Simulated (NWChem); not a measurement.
System: SiHCl2, doublet; SMILES Cl[SiH]Cl

The following NWChem deck was run.

```
start job
memory heap 200 mb stack 900 mb global 1100 mb
geometry units angstroms noautosym nocenter noautoz
  Cl    -0.380587    -0.009598     1.693524
  Si     0.792621     0.116308     0.000000
  Cl    -0.380587    -0.009598    -1.693524
  H      1.733225    -1.047424     0.000000
end
basis spherical
  Cl library 6-31g*
  Si library 6-31g*
  H library 6-31g*
end
dft
  odft
  mult 2
  xc m06-2x
  iterations 150
end
cosmo
  do_cosmo_smd true
  solvent water
end
task dft energy
```

Parts of the log:

```
             Northwest Computational Chemistry Package (NWChem) 7.3.0
             --------------------------------------------------------

                             Geometry "geometry" -> ""
                             -------------------------

 Output coordinates in angstroms (scale by  1.889725989 to convert to a.u.)

  No.       Tag          Charge          X              Y              Z
 ---- ---------------- ---------- -------------- -------------- --------------
    1 Cl                  17.0000    -0.38058700    -0.00959800     1.69352400
    2 Si                  14.0000     0.79262100     0.11630800     0.00000000
    3 Cl                  17.0000    -0.38058700    -0.00959800    -1.69352400
    4 H                    1.0000     1.73322500    -1.04742400     0.00000000

 Effective nuclear repulsion energy (a.u.)     178.3422121223

                                 NWChem DFT Module
                                 -----------------

 Summary of "ao basis" -> "ao basis" (spherical)
 ------------------------------------------------------------------------------
       Tag                 Description            Shells   Functions and Types
 ---------------- ------------------------------  ------  ---------------------
 Cl                          6-31g*                  8       18   4s3p1d
 Si                          6-31g*                  8       18   4s3p1d
 H                           6-31g*                  2        2   2s

 in cosmo_initialize ...
 calling solv_data for solv:h2o

 solvent parameters
 solvname_short: h2o
 solvname_long:  water
 dielec:       78.4000
 dielecinf:     1.7769
 aqueous SMD model solvent descriptors
 dielec:       78.4000
 sola:          0.8200

          ---------------
          -cosmo- solvent
          ---------------
 Cosmo: York-Karplus, doi: 10.1021/jp992097l
 dielectric constant -eps-     =  78.40
 screen = (eps-1)/(eps    )    =   0.98724
 surface charge correction     = lagrangian

   van der Waals surface
 --------------------------

 ---------- ATOMIC COORDINATES (A.U.) ------------ VDWR(ANG.) --
     1   -0.71920514   -0.01813759    3.20029632     2.380
     2    1.49783650    0.21979025    0.00000000     2.470
     3   -0.71920514   -0.01813759   -3.20029632     2.380
     4    3.27532033   -1.97934435    0.00000000     1.200
 number of segments per atom =        128
 number of   points per atom =        128
 atom (   nspa,  nppa )
 ----------------------
    1 (     95,     0 )       0
    2 (     64,     0 )       0
    3 (     95,     0 )       0
    4 (     34,     0 )       0
 number of -cosmo- surface points =      288
 molecular surface =    135.432 angstrom**2
 molecular volume  =    126.111 angstrom**3
 -lineq- algorithm             =   0
 -bem- low  level              =   3
 -bem- from -octahedral-
 gaussian surface charge width =   4.50000
 degree of switching           =   1.00000
 switching function tolerance  =   0.00010
 atomic radii =
 --------------
    1 17.000  2.380
    2 14.000  2.470
    3 17.000  2.380
    4  1.000  1.200
 ...... end of -cosmo- initialization ......

 nat:                     4
 ixmem:                  1008
 calling mnsol_interface()
 G(SMD-CDS) energy (kcal/mol)  =     1.285
 SMD-CDS SASA (angstrom**2)    =   123.187

            General Information
            -------------------
          SCF calculation type: DFT
          Wavefunction type:  spin polarized.
          No. of atoms     :     4
          No. of electrons :    49
           Alpha electrons :    25
            Beta electrons :    24
          Charge           :     0
          Spin multiplicity:     2
          Use of symmetry is: off; symmetry adaption is: off
          Maximum number of iterations: 150
          AO basis - number of functions:    56
                     number of shells:    26
          Convergence on energy requested:  1.00D-06
          Convergence on density requested:  1.00D-05
          Convergence on gradient requested:  5.00D-04

              XC Information
              --------------
                       M06-2X Method XC Functional
                     Hartree-Fock (Exact) Exchange  0.540
                        M06-2X Exchange Functional  1.000
                      M06-2X Correlation Potential  1.000

[...]

                                COSMO-SMD solvation results
                                ---------------------------

             internal energy in gas <Psi(g)|H|Psi(g)> =     -1210.414809680116
         internal energy in solvent <Psi(s)|H|Psi(s)> =     -1210.414213237990
                               delta internal energy  =         0.000596442125 (    0.37 kcal/mol)
   total free energy in solvent <Psi(s)|H+V/2|Psi(s)> =     -1210.417776606715
 polarization energy contribution <Psi(s)|V/2|Psi(s)> =        -0.003563368725 (   -2.24 kcal/mol)
    total free energy in solvent including G(SMD-CDS) =     -1210.415728094419
                       G(SMD-CDS) energy contribution =         0.002048512296 (    1.29 kcal/mol)
     1 M fixed-concentration free energy of solvation =        -0.000918414303 (   -0.58 kcal/mol)

                    DFT Final Alpha Molecular Orbital Analysis
                    ------------------------------------------

 Vector   23  Occ=1.000000D+00  E=-4.011205D-01
              MO Center= -9.5D-03, -1.1D-01, -1.7D-08, r^2= 4.1D+00
   Bfn.  Coefficient  Atom+Function         Bfn.  Coefficient  Atom+Function
  ----- ------------  ---------------      ----- ------------  ---------------
     7      0.414775  1 Cl px                43      0.414775  3 Cl px
    11      0.228869  1 Cl px                47      0.228869  3 Cl px
     8     -0.215210  1 Cl py                44     -0.215210  3 Cl py
    56     -0.208619  4 H  s                 25     -0.161599  2 Si px
     3     -0.160074  1 Cl px                39     -0.160074  3 Cl px

 Vector   24  Occ=1.000000D+00  E=-3.951244D-01
              MO Center= -3.2D-01, -4.1D-03, -6.7D-08, r^2= 4.1D+00
   Bfn.  Coefficient  Atom+Function         Bfn.  Coefficient  Atom+Function
  ----- ------------  ---------------      ----- ------------  ---------------
     9      0.398997  1 Cl pz                45      0.398997  3 Cl pz
     7      0.341872  1 Cl px                43     -0.341873  3 Cl px
    13      0.217204  1 Cl pz                49      0.217204  3 Cl pz
    11      0.184292  1 Cl px                47     -0.184292  3 Cl px
     5     -0.153478  1 Cl pz                41     -0.153478  3 Cl pz

 Vector   25  Occ=1.000000D+00  E=-2.820146D-01
              MO Center=  7.5D-01,  3.6D-01, -3.5D-09, r^2= 3.1D+00
   Bfn.  Coefficient  Atom+Function         Bfn.  Coefficient  Atom+Function
  ----- ------------  ---------------      ----- ------------  ---------------
    26      0.501706  2 Si py                28      0.386019  2 Si s
    24      0.338927  2 Si s                  8     -0.244909  1 Cl py
    44     -0.244909  3 Cl py                56     -0.226764  4 H  s
    30      0.222774  2 Si py                12     -0.184371  1 Cl py
    48     -0.184371  3 Cl py                25      0.174759  2 Si px

 Vector   26  Occ=0.000000D+00  E= 2.962685D-02
              MO Center=  3.7D-01,  8.1D-02, -2.9D-10, r^2= 4.1D+00
   Bfn.  Coefficient  Atom+Function         Bfn.  Coefficient  Atom+Function
  ----- ------------  ---------------      ----- ------------  ---------------
    29      1.016660  2 Si px                28     -0.891648  2 Si s
    10      0.600352  1 Cl s                 46      0.600352  3 Cl s
    13     -0.517560  1 Cl pz                49      0.517560  3 Cl pz
    25      0.512083  2 Si px                24     -0.318577  2 Si s
     9     -0.270231  1 Cl pz                45      0.270231  3 Cl pz

 Vector   27  Occ=0.000000D+00  E= 3.414395D-02
              MO Center=  1.0D+00,  1.5D-01,  1.9D-09, r^2= 4.1D+00
   Bfn.  Coefficient  Atom+Function         Bfn.  Coefficient  Atom+Function
  ----- ------------  ---------------      ----- ------------  ---------------
    31      1.199126  2 Si pz                10     -0.582669  1 Cl s
    46      0.582669  3 Cl s                 27      0.526811  2 Si pz
    11     -0.361169  1 Cl px                47      0.361169  3 Cl px
    13      0.221560  1 Cl pz                49      0.221560  3 Cl pz
     7     -0.208730  1 Cl px                43      0.208730  3 Cl px

 Vector   28  Occ=0.000000D+00  E= 1.130755D-01
              MO Center=  7.8D-01, -1.9D-02,  4.6D-09, r^2= 3.7D+00
   Bfn.  Coefficient  Atom+Function         Bfn.  Coefficient  Atom+Function
  ----- ------------  ---------------      ----- ------------  ---------------
    56      1.386963  4 H  s                 30      0.898075  2 Si py
    24     -0.737572  2 Si s                 29     -0.617808  2 Si px
    28     -0.428456  2 Si s                 26      0.425681  2 Si py
    55      0.187282  4 H  s                 12     -0.185285  1 Cl py
    48     -0.185285  3 Cl py                11      0.173753  1 Cl px

                     DFT Final Beta Molecular Orbital Analysis
                     -----------------------------------------

 Vector   22  Occ=1.000000D+00  E=-4.009322D-01
              MO Center= -3.5D-01, -1.4D-02,  3.4D-08, r^2= 4.0D+00
   Bfn.  Coefficient  Atom+Function         Bfn.  Coefficient  Atom+Function
  ----- ------------  ---------------      ----- ------------  ---------------
     8      0.502003  1 Cl py                44     -0.502003  3 Cl py
    12      0.288930  1 Cl py                48     -0.288930  3 Cl py
     4     -0.194797  1 Cl py                40      0.194797  3 Cl py
     7     -0.070058  1 Cl px                43      0.070058  3 Cl px
    33      0.054614  2 Si d -1               9     -0.049699  1 Cl pz

[...]
```

Level: M06-2X/6-31G* (spherical d), spin-unrestricted, SMD on the gas-phase geometry. In the optimisation the excess spin sits in a' (Cs, its own frame). All runs use the structure optimised with PBE0/def2-SVP, spin-unrestricted. No stability test was run on the SCF state. Solvent: water.
